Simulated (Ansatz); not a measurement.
Mulliken charges of C2H2ClGe (`[C]#[C][GeH2][Cl]`) radical from ωB97M-V/def2-TZVPP in Ansatz (PBE0-D4/def2-TZVP geometry).

| atom | x (Å) | y (Å) | z (Å) | charge (e) |
| --- | --- | --- | --- | --- |
| C1 | 0.705 | -2.231 | 1.052 | -0.174 |
| C2 | 0.403 | -1.166 | 0.561 | -0.013 |
| Ge3 | -0.012 | 0.525 | -0.191 | 0.341 |
| Cl4 | -1.955 | 0.375 | -1.090 | -0.265 |
| H5 | 0.990 | 0.857 | -1.296 | 0.055 |
| H6 | -0.089 | 1.575 | 0.917 | 0.055 |

**Question.** By hand: the dipole of these point charges (1 e Å = 4.8032 D).

**Answer.** Σ q r = (0.436, 0.617, 0.013) e Å, of length 0.756 e Å = 3.63 D.

**Question.** How does the dipole of the full density compare? (An estimate is asked.)

**Answer.** Ansatz gave: (0.293, 0.170, 0.088) e Å, 1.68 D; the point charges give 2.16 times that, at 28° from its direction.

Point charges leave out the atoms' own dipoles, such as those of lone pairs, and Mulliken's split depends on the basis, so the two needn't agree.
